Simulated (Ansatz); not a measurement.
Consider the stannylene formation by 1,1-elimination: `C[O][Sn]([CH3])([F])[SH]` → `C[O][Sn][F]` + CH₃SH.

Computed with Ansatz on PBE0-D4/def2-TZVP structures; ΔE is electronic, products minus reactants. CCSD(T)/CBS is the MP2 limit (def2-TZVPP, def2-QZVPP) plus CCSD(T) − MP2 in def2-TZVPP, frozen cores. This one scheme is used for every species. Functionals use def2-TZVPP. def2 core potentials past Kr. For Sn outer-core shells are correlated without core-valence functions, which leaves a few kJ/mol of doubt a bond. One conformer a species, not always the lowest.

CCSD(T)/CBS gives +73.7 kJ/mol.

**Question.** Another level gave +54.9 kJ/mol. Which?
A. B2PLYP/def2-TZVPP
B. HF/def2-TZVPP
C. r2SCAN/def2-TZVPP
D. MP2/def2-TZVPP

**Answer.** B. HF/def2-TZVPP 54.9, B2PLYP 45.2, MP2/def2-TZVPP 74.1, r2SCAN 63.9 kJ/mol.

Largest T1 diagnostic among the species: 0.017.

The D4 term adds +16.1 kJ/mol with B3LYP and +9.4 kJ/mol with PBE0; it sums over pairs of atoms, weighted by their polarisabilities, and B3LYP, whose exchange is more repulsive, gets the larger term. From PBE to PBE0 (25 % exact exchange), in def2-TZVPP and without D4, ΔE moves by +18.1 kJ/mol. In def2-TZVPP, CCSD(T) changes the Hartree–Fock value by +18.6 kJ/mol (the triples alone add +4.5 kJ/mol) and MP2 by +19.2 kJ/mol.

B3LYP here is the variant with VWN-RPA as its local correlation; programs differ in this.
